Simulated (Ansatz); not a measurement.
Isolated molecules relaxed with PBE0-D4/def2-TZVP in Ansatz; ΔE leaves out vibrations. CCSD(T)/CBS adds triple-zeta CCSD(T) − MP2 to the extrapolated MP2 energy (def2 sets, frozen cores). DFT in def2-TZVPP. One conformer a species, not always the lowest.

`C[Si](N)(N)F` → `NC[SiH](N)F`  (isomerisation)

`C[Si](N)(N)F`:

Cartesian coordinates in Å:
```
C -0.198 1.374 0.781
Si 0.233 -0.037 -0.345
N 1.147 -1.332 0.279
N -1.214 -0.698 -0.944
F 1.206 0.592 -1.461
H 0.711 1.854 1.152
H -0.775 1.029 1.642
H -0.784 2.135 0.260
H 2.149 -1.283 0.339
H 0.755 -1.988 0.932
H -1.205 -1.518 -1.527
H -2.026 -0.127 -1.109
```

`NC[SiH](N)F`:

Z-matrix (Å, degrees):
```
C
Si 1 1.869
N 1 1.465 2 108.5
H 1 1.095 2 106.9 3 -117.0
H 1 1.100 2 111.1 3 127.0
F 2 1.613 1 106.3 3 -69.0
N 2 1.694 1 107.2 3 52.9
H 2 1.482 1 114.8 3 175.4
H 3 1.012 1 110.4 2 67.2
H 3 1.012 1 111.1 2 -174.4
H 7 1.005 2 123.7 1 172.9
H 7 1.008 2 118.1 1 -34.6
```

```csv
level,ΔE (kJ/mol),difference from CCSD(T)/CBS
PBE-D4,155.2,-11.6
r2SCAN-D4,169.1,2.3
r2SCANh-D4,169.8,3.0
PBE-QIDH,166.5,-0.3
PBE,154.6,-12.2
PBE0,160.3,-6.5
BHLYP,166.9,0.1
MP2/def2-SVP,147.3,-19.5
HF/def2-TZVPP,167.6,0.8
MP2/def2-QZVPP,171.2,4.4
CCSD(T)/CBS,166.8,0
```

Largest T1 diagnostic among the species: 0.010.

At CCSD(T), def2-SVP lies −27.4 kJ/mol from the extrapolated value and def2-TZVPP −2.8 kJ/mol. From PBE to PBE0 (25 % exact exchange), in def2-TZVPP and without D4, ΔE moves by +5.7 kJ/mol.

CCSD(T)/CBS has its own doubt, a few kJ/mol and more with outer-core shells, so smaller differences from it don't rank the levels.
